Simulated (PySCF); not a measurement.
Ge(OEt)H3, C₂H₈GeO.
Z-matrix (Å and degrees, PBE0-D3(BJ)/def2-SVP geometry), rows numbered from 1:
```
Ge
O   1  1.7825
C   2  1.4055  1  119.61
C   3  1.5113  2  109.10  1   178.41
H   3  1.1099  2  110.90  1   -60.62
H   3  1.1099  2  110.98  1    57.38
H   4  1.1007  3  110.90  2  -179.76
H   4  1.1001  3  110.29  2   -59.38
H   4  1.1001  3  110.32  2    59.87
H   1  1.5324  2  104.88  3  -179.51
H   1  1.5437  2  109.19  3    60.55
H   1  1.5437  2  109.11  3   -59.56
```

Lines to be assigned: C 1s: 290.57 (area 1), 292.07 (area 1) eV; O 1s: 537.43 eV.

Method: delta-SCF UKS SCAN, pcX-2 on the ionised atom, pcseg-1 elsewhere, spin-free X2C in PySCF 2.14.0. Geometry: PBE0-D3(BJ)/def2-SVP, one conformer, isolated molecule.

Q: Assign the C 1s lines to atoms.

A: 290.57 eV: C4 (carbon bonded to C and 3 H); 292.07 eV: C3 (carbon bonded to C, O and 2 H). Lowest listed C 1s: C4, bonded to C and 3 H. Highest, 1.50 eV above it: C3, bonded to O, C and 2 H.

Bonded neighbours of each site: O2: C and Ge; C3: O, C and 2 H; C4: C and 3 H.

Q: Which effective nuclear charge Zeff reproduces each element's mean 1s value in the hydrogen-like formula E = 13.606 eV × Zeff²?

A: C (Z = 6): mean 291.3 eV, Zeff = 4.63, Z − Zeff = 1.37; O (Z = 8): mean 537.4 eV, Zeff = 6.28, Z − Zeff = 1.72. Means run over the listed sites, weighted by atom count.

No level of germanium is listed.
